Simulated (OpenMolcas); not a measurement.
V III: effect of the active space

- Program: OpenMolcas
- Method: CASSCF
- Basis: ANO-R3
- Scalar Hamiltonian: X2C, finite nucleus
- Spin-orbit coupling: state interaction with AMFI integrals over the reference wave functions, term energies averaged over their components

A. 3 electrons in 5 orbitals (3d); 2S+1 = 4 even, 10 roots; 2S+1 = 2 even, 40 roots; cost about 13 core-seconds
B. 3 electrons in 6 orbitals (3d 4s); 2S+1 = 4 even, 20 roots; 2S+1 = 2 even, 64 roots kept (CI in the orbitals of an earlier block); cost of the order of 30 core-seconds

Energies in cm-1 above 3d3 4F 3/2, the measured ground level; measured values from Sugar and Corliss, J. Phys. Chem. Ref. Data 7, 1191 (1978).

```csv
Level,A,B,Measured
3d3 4F 3/2,0.0,0.0,0.0
3d3 4F 5/2,155,162,146
3d3 4F 7/2,368,386,342
3d3 4F 9/2,636,667,584
3d3 4P 1/2,14888,15348,11514
3d3 4P 3/2,14963,15426,11592
3d3 2G 7/2,15025,15514,11966
3d3 4P 5/2,15136,15608,11770
3d3 2G 9/2,15252,15758,12187
3d3 2P 1/2,19838,20502,15580
3d3 2H 9/2,19858,20620,16811
3d3 2P 3/2,19944,20617,15550
3d3 2H 11/2,20035,20809,16978
3d3 2D 3/2(1),21545,22334,16330
3d3 2D 5/2(1),21727,22531,16375
3d3 2F 7/2,34269,35714,27728
3d3 2F 5/2,34368,35817,27847
3d3 2D 5/2(2),53461,55849,42267
3d3 2D 3/2(2),53579,55976,42371
```

Deviations, from unrounded energies. A percentage is the sum of absolute deviations over the sum of measured energies, with the sign that they share, or ± where signs differ.

| Against measurement | Levels | A | B |
| --- | --- | --- | --- |
| mean absolute deviation (cm-1) | 18 | 4300 | 5100 |
| fine structure of the ground term (%) | 3 | +8.2 | +13.5 |
| other terms of the ground configuration (%) | 15 | +25.9 | +30.8 |

A lies closest to measurement on these levels. The largest miss of A in the table is 3d3 2D 3/2(2), by +11000 cm-1. The ranking rests on the paired levels alone, and a cruder setting can come out closer through cancelling errors.

Between A and B the level of the table that moves most is 3d3 2D 3/2(2), by 2400 cm-1 (lowest in A, highest in B).

Without dynamic correlation excited terms often stand tens of per cent too high (terms of higher spin than the ground term too low), and those without a measured partner can miss by more than the paired ones. Some levels mix across a computed gap that differs much from the measured one, so their mixing is not that of the real levels. Terms from blocks run as CI alone lack orbitals of their own (holds for B). Measured partners are found by configuration, term and J. A level has none where our copy of the source lacks it or the pairing is in doubt (some pairs that miss far off the trend of their configuration count as doubtful), and it then counts in no deviation. Levels of configurations outside the active space are missing. The table leaves out levels that lie high or whose names do not pair safely across all columns.

A number in round brackets counts repeated terms of one configuration in the order of the reference energies.
